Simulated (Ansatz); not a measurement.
The first iterations of a band of CH₅FGe (8 atoms, charge 0, multiplicity 1).

All numbers below come from RKS PBE-D4/def2-SVP (Ansatz 0.2.0).

- movable images: 7
- climbing image: yes
- spring: 5.0 eV/Å²
- optimiser: fire
- start path: through a guess of the saddle point
- force threshold: 0.05 eV/Å
- iteration limit: 60
- end points: relaxed
- largest step: 0.5 Å

Initial state:

```xyz
8
Properties=species:S:1:pos:R:3
Ge 0.216 0.031 0.048
F -0.020 -0.080 1.795
H 1.745 0.197 -0.168
C -0.804 1.575 -0.575
H -1.882 1.430 -0.368
H -0.458 2.492 -0.059
H -0.663 1.705 -1.666
H -0.305 -1.309 -0.540
```

Final state:

```xyz
8
Properties=species:S:1:pos:R:3
Ge 0.041 -0.219 -0.697
F 1.331 0.265 1.251
H 1.971 -0.097 0.648
C -0.943 1.530 -0.714
H -1.885 1.392 -1.289
H -1.235 1.827 0.314
H -0.358 2.342 -1.185
H -1.092 -0.999 0.139
```

| iteration | highest image above the first end (eV) | largest band force component (eV/Å) |
| --- | --- | --- |
| 1 | 3.499 | 4.395 |
| 2 | 2.887 | 2.819 |
| 3 | 2.601 | 1.717 |
| 4 | 2.539 | 1.182 |
| 5 | 2.511 | 1.172 |
| 6 | 2.485 | 1.106 |
| 7 | 2.483 | 1.018 |
| 8 | 2.463 | 0.942 |
| 9 | 2.458 | 0.887 |
| 10 | 2.449 | 0.805 |
| 11 | 2.437 | 0.710 |
| 12 | 2.424 | 0.577 |
| 13 | 2.412 | 0.418 |

Question: Does the band converge within its limit, and where does its top end?

Answer: The forces met the threshold. It ended after 40 iterations with the highest image 2.373 eV above the first end. The order of the stationary point at the top wasn't checked. The orbitals stay closed-shell, which can raise the energy where a bond breaks towards radicals; this wasn't checked here.

Time of the run: 4.2 min on 2 threads of Arm Neoverse V2, on a shared host, peak memory 0.12 GiB.
